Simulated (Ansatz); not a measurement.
C2H6Cl2Si, charge +1, doublet, at a GFN2-xTB geometry (a state made from the parent by changing its charge; the spin is typed, not shown lowest); Ansatz (a program for electronic structure) with MP2/STO-3G.

Here is a job for Ansatz.
Ansatz 0.2 input:
```yaml
crystal:
  periodic: [false, false, false]
  atoms:
    - {symbol: C, position_ang: [1.28326055, -1.61852252, -0.18269265]}
    - {symbol: Si, position_ang: [-0.01244605, -0.16470319, 0.02878020]}
    - {symbol: C, position_ang: [-1.50051811, -1.25652796, 0.68507829]}
    - {symbol: Cl, position_ang: [0.59275738, 1.10582814, 1.44024366]}
    - {symbol: Cl, position_ang: [-0.46164787, 0.62919309, -1.74342086]}
    - {symbol: H, position_ang: [0.91558411, -2.34745596, -0.89758167]}
    - {symbol: H, position_ang: [2.20061141, -1.16991748, -0.55367409]}
    - {symbol: H, position_ang: [1.46895957, -2.09730723, 0.77327666]}
    - {symbol: H, position_ang: [-2.33287650, -0.58039578, 0.85952341]}
    - {symbol: H, position_ang: [-1.77836292, -1.99714285, -0.05781342]}
    - {symbol: H, position_ang: [-1.22498746, -1.74699412, 1.61304491]}
basis:
  gaussian:
    orbitals: STO-3G
total_charge: 1
magnetization: {spin_polarized: true, initial_magnetization: 1}
correlation: {method: mp2}
```

The log (banner, timings and long lists left out):

```
Functional definition: HF
514 factors; integrals over basis functions are off by at most 3.7e-5 eV
mean field evaluation 1: about -34633.4993 eV, gradient 1.8e1 eV
mean field evaluation 2: about -34633.5931 eV, gradient 1.8e1 eV
mean field evaluation 4: about -34636.7210 eV, gradient 1.3e0 eV
mean field evaluation 8: about -34636.7564 eV, gradient 2.4e-4 eV
mean field evaluation 16: about -34636.7307 eV, gradient 6.9e-1 eV
mean field -34636.75522666 eV, -1272.8772769439 hartree, gradient 8.2e-7 eV, S^2 0.784593; 2 other end points of the search recorded, 0 dependent functions left out
17 core orbitals not correlated
reference -34636.75522666 eV, -1272.8772769439 hartree; 16, 15 occupied and 10, 11 virtual orbitals, 514 factors
second order -4.24386326 eV of doubles, -0.00000000 eV of singles
Total energy: -34640.99908992 eV, -1273.0332360422 hartree
```
